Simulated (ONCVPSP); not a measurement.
## B, ONCV: configuration errors across variants

```
Element                 : boron
Generator               : ONCVPSP 4.0.1
Type                    : optimised norm-conserving Vanderbilt (ONCV)
Functional              : PBE
Relativity              : scalar-relativistic
Frozen core             : [He]
Valence charge          : 3
Reference configuration : 2s2 2p1
Partial waves           : 2s: rc 1.20 bohr, ncon 4, nbas 8, qcut 4.4 1/bohr, 2 projectors, debl 0.5 Ha; 2p: rc 2.35 bohr, ncon 5, nbas 9, qcut 5.7 1/bohr, 2 projectors, debl 3.5 Ha; d scattering state at 0.17 Ha: rc 2.00 bohr, ncon 4, nbas 8, qcut 5.7 1/bohr, 2 projectors, debl 1 Ha
Local potential         : polynomial inside 0.85 bohr (lpopt 5, dvloc0 0 Ha)
Core correction         : polynomial model core, fcfact 0.55
```

All-electron excitation energies from the reference (eV): (1) 2s2 2p0 8.219; (2) 2s1 2p0 33.642; (3) 2s2 2p0.5 2.887; (4) 2s1 2p2 5.851.

1 further variants failed, have other tests or too few solved ones, and are left out.

Errors AE − PS in meV (a dash: test not solved or not reliable):

| change | (1) | (2) | (3) | (4) | bound ghosts | GHOST(+) flags above zero |
| --- | --- | --- | --- | --- | --- | --- |
| base | +26 | +95 | +3.4 | -1.7 | none | s |
| all radii but the core radius scaled by about 0.88 (s 1.06, p 2.08, d 1.76 bohr); local potential polynomial inside 0.74 bohr (lpopt 5, dvloc0 0 Ha) | +19 | +73 | +2.5 | +0.9 | none | s |
| all radii but the core radius scaled by about 1.12 (s 1.34, p 2.62, d 2.24 bohr); local potential polynomial inside 0.96 bohr (lpopt 5, dvloc0 0 Ha) | +35 | +118 | +4.7 | -4.5 | none | none |
| all radii but the core radius scaled by about 1.30 (s 1.56, p 3.06, d 2.60 bohr); local potential polynomial inside 1.10 bohr (lpopt 5, dvloc0 0 Ha) | +56 | +169 | +7.6 | -11 | none | none |

Give the same row for: all radii but the core radius scaled by about 1.19 (s 1.42, p 2.78, d 2.38 bohr); local potential polynomial inside 1.00 bohr (lpopt 5, dvloc0 0 Ha).

+42, +134, +5.7, -6.7; bound ghosts: none; GHOST(+) flags above zero: none.
